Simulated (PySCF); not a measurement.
# AlCu⁺: one state, many levels of theory

State: ²Σ⁺ (doublet), unpaired electrons σ ↑. Set-up: Al def2-TZVPPD, Cu def2-TZVPPD; no relativity (PySCF 2.14). De refers to Al⁺ + Cu (3d10 4s1) in their ground configurations, without counterpoise correction. The functionals are run spin-unrestricted. A positive dipole points towards Cu; it is taken about the centre of mass and depends on that origin.

| Level | Re (Å) | ωe (cm⁻¹) | De (eV) | μ (D) |
| --- | --- | --- | --- | --- |
| UHF | 2.785 | 147 | n/a | -1.99 |
| UHF-MP2 | 2.389 | 240 | n/a | n/a |
| UHF-SCS-MP2 | 2.451 | 216 | n/a | n/a |
| UHF-CCSD | 2.541 | 191 | 1.12 | n/a |
| UHF-CCSD(T) | 2.478 | 209 | 1.20 | n/a |
| PBE | 2.393 | 248 | 1.46 | -3.22 |
| BLYP | 2.423 | 229 | 1.21 | -3.53 |
| BP86 | 2.391 | 245 | 1.39 | -3.32 |
| r²SCAN | 2.357 | 265 | 1.59 | -2.83 |
| PBE0 | 2.447 | 222 | 1.34 | -2.91 |
| B97-3 | 2.501 | 205 | 1.26 | -3.05 |
| BHandHLYP | 2.544 | 187 | 1.08 | -2.93 |
| M06-2X | 2.612 | 172 | 1.05 | -3.55 |
| LC-ωPBE | 2.413 | 241 | 1.41 | -2.28 |

**Question.** Which functional lies closest to UHF-CCSD(T) in De, which farthest, and by how much do they differ from it?

**Answer.** Closest is BLYP (-5.5 pm in Re, +9.6 % in ωe, +0.01 eV in De against UHF-CCSD(T) in the same basis), farthest r²SCAN (-12.1 pm in Re, +26.8 % in ωe, +0.39 eV in De). CCSD(T) converges more slowly with the basis than the functionals do and binds too weakly in this one, so the order can change at the basis-set limit.

**Question.** What does a quarter of exact exchange do here, going from PBE to PBE0?

**Answer.** PBE0 less PBE: +5.4 pm in Re, -10.5 % in ωe, -0.12 eV in De. Exact exchange removes part of the self-interaction that spreads semilocal densities, and in most molecules shortens and stiffens the bond and lowers De; here Re and ωe go the other way.

**Question.** What does the step from GGA to meta-GGA do here, going from PBE to r²SCAN?

**Answer.** r²SCAN less PBE: -3.6 pm in Re, +6.9 % in ωe, +0.13 eV in De. 

Correlated steps freeze 10 core orbitals. For an ion De counts to the pair picked by the measured ionisation energies or electron affinities, which need not be the lowest pair at this level. The state is the lowest single determinant that the PBE0 search found; with open d or f shells the true ground state can be another one.

The whole job (state search and all levels along the bond) took about 38 min on 2 threads of Arm Neoverse V1 (shared host), peak memory 7.5 GiB.
